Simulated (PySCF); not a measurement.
# Quadrupolar nuclei of `O=COc1ccoc1[O-]` in NMR

C5H3O4 (charge -1).
Atom-mapped SMILES: `[O:1]=[CH:2][O:3][c:4]1[cH:5][cH:6][o:7][c:8]1[O-:9]` (hydrogens: H10 on C2; H11 on C5; H12 on C6)

Geometry (GFN2-xTB, Å), atoms numbered from 1 in this order:
```
atom  x, y, z in Å
O1     2.346   -1.281    0.391
C2     2.328   -0.064    0.385
O3     1.346    0.769    0.219
C4     0.026    0.391    0.001
C5    -0.540   -0.903   -0.087
C6    -1.863   -0.723   -0.308
O7    -2.176    0.611   -0.367
C8    -1.005    1.340   -0.176
O9    -1.025    2.574   -0.186
H10    3.256    0.531    0.538
H11   -0.016   -1.833    0.004
H12   -2.675   -1.412   -0.440
```

Computed at PBE0/pcSseg-1 (PySCF, non-relativistic):

```tsv
atom	environment	nucleus	spin I	Q (b)	CQ = χzz (MHz)	η
O1	ester carbonyl oxygen	17O	5/2	-0.0256	9.260	0.037
O3	ester single-bonded oxygen	17O	5/2	-0.0256	-9.590	0.043
O7	furan-type oxygen	17O	5/2	-0.0256	-8.834	0.399
O9	aryloxide oxygen	17O	5/2	-0.0256	7.091	0.931
```

Which field gradients stand behind these couplings (CQ in MHz = 234.96 × Q in b × Vzz in au)?

Vxx = −Vzz(1 − η)/2 and Vyy = −Vzz(1 + η)/2, in au:

| atom | Vxx (au) | Vyy (au) | Vzz (au) | Vzz (10²¹ V/m²) |
| --- | --- | --- | --- | --- |
| O1 | 0.742 | 0.798 | -1.540 | -14.96 |
| O3 | -0.763 | -0.832 | 1.594 | 15.49 |
| O7 | -0.441 | -1.028 | 1.469 | 14.27 |
| O9 | 0.040 | 1.138 | -1.179 | -11.46 |

At 18.8 T, set νQ = 3|CQ|/[2I(2I − 1)] beside the Larmor frequency (|g| × 7.62259 MHz/T × B; g(17O) = −0.75752), and give PQ = |CQ|√(1 + η²/3).

```tsv
atom	PQ (MHz)	νQ (MHz)	ν0 (MHz)	νQ/ν0
O1	9.263	1.389	108.56	0.013
O3	9.593	1.439	108.56	0.013
O7	9.066	1.325	108.56	0.012
O9	8.051	1.064	108.56	0.010
```

For O1: PQ = 9.260 × 1.0002, νQ = 9.260 × 0.1500, ν0 = 5.7742 MHz/T × 18.8 T.

For half-integer spins with νQ below a tenth of ν0, find the second-order shift of the centre of gravity of the central transition at 18.8, 23.5 and 28.2 T.

From −(3/40)(PQ/ν0)²[I(I + 1) − 3/4]/[I(2I − 1)]², which goes as 1/B² (ppm):

```
     site  18.8 T  23.5 T  28.2 T
17O at O1   -43.7     -28   -19.4
17O at O3   -46.9     -30   -20.8
17O at O7   -41.8   -26.8   -18.6
17O at O9     -33   -21.1   -14.7
```

In the extreme-narrowing limit, with isotropic tumbling and one correlation time, the quadrupolar linewidth goes as PQ². What relative widths follow for the 17O sites?

O3 1, O1 0.93, O7 0.89, O9 0.7, with O3 as 1.

Take a correlation time of 1.5 ps, isotropic tumbling and extreme narrowing. What quadrupolar relaxation rates and linewidths follow?

1/T1 = 1/T2 = (3π²/10)(2I + 3)/[I²(2I − 1)] × PQ² × τc; the width is 1/(πT2).

```json
{"site": "17O at O1", "spin factor (2I + 3)/[I²(2I − 1)]": "0.320", "1/T1 (s⁻¹)": "122", "T1 (ms)": "8.2", "linewidth (Hz)": "38.8"}
{"site": "17O at O3", "spin factor (2I + 3)/[I²(2I − 1)]": "0.320", "1/T1 (s⁻¹)": "131", "T1 (ms)": "7.65", "linewidth (Hz)": "41.6"}
{"site": "17O at O7", "spin factor (2I + 3)/[I²(2I − 1)]": "0.320", "1/T1 (s⁻¹)": "117", "T1 (ms)": "8.56", "linewidth (Hz)": "37.2"}
{"site": "17O at O9", "spin factor (2I + 3)/[I²(2I − 1)]": "0.320", "1/T1 (s⁻¹)": "92.1", "T1 (ms)": "10.9", "linewidth (Hz)": "29.3"}
```

Solvent, lattice and vibrations would change these gradients. Geometry: GFN2-xTB, one conformer, isolated ion. The pcSseg-1 basis has no diffuse functions, a weakness for an anion. GFN2-xTB bond lengths can be off by several hundredths of an ångström, more for odd bonds, and the gradients follow them. The small basis limits the accuracy of the gradients.

These values come from a run that also computed NMR shieldings. Time: 30 s of wall time (with the writing of density and orbital grids); peak memory 0.71 GiB. Hardware: Intel Xeon Platinum 8488C, one thread (shared host).
